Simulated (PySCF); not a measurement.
Aluminum chloride, AlCl3.
SMILES: `[Cl][Al]([Cl])[Cl]`

Computed, not measured: PBE0-D3(BJ)/def2-SVP geometry optimisation, gas phase in PySCF.

Take the most abundant isotopes and a rigid rotor. 

Problem. Give the principal moments of inertia and the rotational constants in MHz.

Solution. Ia = 225.51, Ib = 226.99, Ic = 452.50 u·Å²; 505379 MHz·u·Å²/I gives A = 2241, B = 2226, C = 1117 MHz.

Problem. What kind of rotor is it?

Solution. An oblate symmetric top, as the point group D3h requires two equal moments; the computed ones differ by 0.65 % because the geometry is symmetric only within the optimiser's tolerance; Ray's κ = 0.974.

Problem. What does the inertial defect say?

Solution. Planar: Δ = Ic − Ia − Ib = 0.00 u·Å². For a rigid frame Δ = −2 Σ m c², so it vanishes when all atoms lie in the ab plane; here none is more than 0.01 Å from it.

The point group D3h allows no dipole (computed: 0.04 D), so a rigid rotor has no electric-dipole lines.

Problem. Estimate the classical rotational partition function at 10 K, 25 K and 500 K.

Solution. Point group D3h, symmetry number σ = 6; q = (√π/σ)·√((kT/h)³/(ABC)), k/h = 20836.6 MHz/K: 376 at 10 K, 1490 at 25 K, 133000 at 500 K.

Whether it is a minimum is left open (no frequencies). These are rigid-rotor constants of the computed structure; measured ground-state constants (B0) also hold zero-point vibration.
